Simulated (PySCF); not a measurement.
Isomers of C10H10. Method: PBE0-D3(BJ)/def2-SVP geometry optimisation, gas phase (PySCF 2.14.0). Energies are electronic, without zero-point or thermal terms, for one conformer each. No frequencies were run at this level. Point groups hold within 0.08 Å.

Task: Rank from lowest to highest electronic energy at this level (kcal/mol).
A. 1-methyl-1H-indene (`C[C@H]1C=Cc2ccccc21`)
B. `CC#C[C@@H]1CC12C=CC=C2`
C. `CC#CC1=CC=C(C)C=C1`
D. `[CH:1]#[C:2][CH2:3][C:4]1=[CH:5][C:6]2([CH:7]=[CH:8]1)[CH2:9][CH2:10]2` with C2–C3–C4–C5 126°
E. `CC#C[C@H]1[C@H]2C=C[C@@H]1C=C2`
F. `[CH2:1]=[CH:2][c:3]1[cH:4][cH:5][c:6]([CH:7]=[CH2:8])[cH:9][cH:10]1` with C1–C2–C3–C4 180°, C5–C6–C7–C8 0°
G. `[CH:1]1=[C:2]([c:3]2[cH:4][cH:5][cH:6][cH:7][cH:8]2)[CH2:9][CH2:10]1` with C1–C2–C3–C4 0°
H. `[CH:1]1=[CH:2][c:3]2[cH:4][cH:5][cH:6][cH:7][c:8]2[CH2:9][CH2:10]1` with C1–C2–C3–C4 -164°, C7–C8–C9–C10 148°, C8–C9–C10–C1 47°, C2–C1–C10–C9 -30° (1,2-dihydronaphthalene)

Result: H (0.0), A (3.3), F (28.5), G (29.2), C (36.1), B (81.6), D (87.8), E (88.6).

As drawn, the lowest has an aromatic ring, which the highest lacks; the highest has a C≡C bond, which the lowest lacks. Neighbours under 2.5 kcal/mol apart (C=Cc1ccc(C=C)cc1 and C1=C(c2ccccc2)CC1; C#CCC1=CC2(C=C1)CC2 and CC#C[C@H]1[C@H]2C=C[C@@H]1C=C2) can change places with a better method, another conformer or zero-point energy.

```json
{"SMILES": "C1=Cc2ccccc2CC1", "E (Eh)": "-386.36618", "E rel (kcal/mol)": "0.0", "dipole (D)": "0.64", "point group": "C1", "A, B, C (MHz)": "2928, 1177, 862.1"}
{"SMILES": "C[C@H]1C=Cc2ccccc21", "E (Eh)": "-386.36098", "E rel (kcal/mol)": "3.3", "dipole (D)": "0.75", "point group": "C1", "A, B, C (MHz)": "2595, 1248, 884.7"}
{"SMILES": "C=Cc1ccc(C=C)cc1", "E (Eh)": "-386.32080", "E rel (kcal/mol)": "28.5", "dipole (D)": "0.00", "point group": "C2h", "A, B, C (MHz)": "4748, 700.1, 610.2"}
{"SMILES": "C1=C(c2ccccc2)CC1", "E (Eh)": "-386.31971", "E rel (kcal/mol)": "29.2", "dipole (D)": "0.10", "point group": "Cs", "A, B, C (MHz)": "3935, 821.3, 685.4"}
{"SMILES": "CC#Cc1ccc(C)cc1", "E (Eh)": "-386.30866", "E rel (kcal/mol)": "36.1", "dipole (D)": "0.07", "point group": "–", "A, B, C (MHz)": "5351, 582.7, 529.0"}
{"SMILES": "CC#C[C@@H]1CC12C=CC=C2", "E (Eh)": "-386.23622", "E rel (kcal/mol)": "81.6", "dipole (D)": "1.05", "point group": "C1", "A, B, C (MHz)": "2902, 769.3, 671.3"}
{"SMILES": "C#CCC1=CC2(C=C1)CC2", "E (Eh)": "-386.22626", "E rel (kcal/mol)": "87.8", "dipole (D)": "1.52", "point group": "C1", "A, B, C (MHz)": "3877, 708.1, 675.2"}
{"SMILES": "CC#C[C@H]1[C@H]2C=C[C@@H]1C=C2", "E (Eh)": "-386.22504", "E rel (kcal/mol)": "88.6", "dipole (D)": "0.37", "point group": "near Cs", "A, B, C (MHz)": "3357, 838.4, 823.1"}
```
